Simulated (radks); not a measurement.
Values are calculated unless marked as measured or tabulated.
Problem. Successive ionisation energies (eV) of one element, from differences of total energies of ions in their ground configurations, starting at charge 22: 1073.9, 1143.0, 1213.5, 1285.6, 1359.1, 1434.0, 1659.5, 1728.1, 1797.4, 1867.2, 1937.5, 2007.9, 2184.6, 2252.2, 5339.7, 5537.6, 5737.6, 5939.4, 6142.7, 6346.7, 6776.7, 6942.8. Level of theory: scalar-relativistic Kohn-Sham, PBE, spin-unpolarised, spherical densities, point nucleus (a radial shooting solver on a logarithmic mesh with Libxc functionals). Which element is it?

Solution. Palladium (Z = 46). The first species listed is Pd22+ in [Ar] 3d6, the last Pd43+ in [He] 2s1.
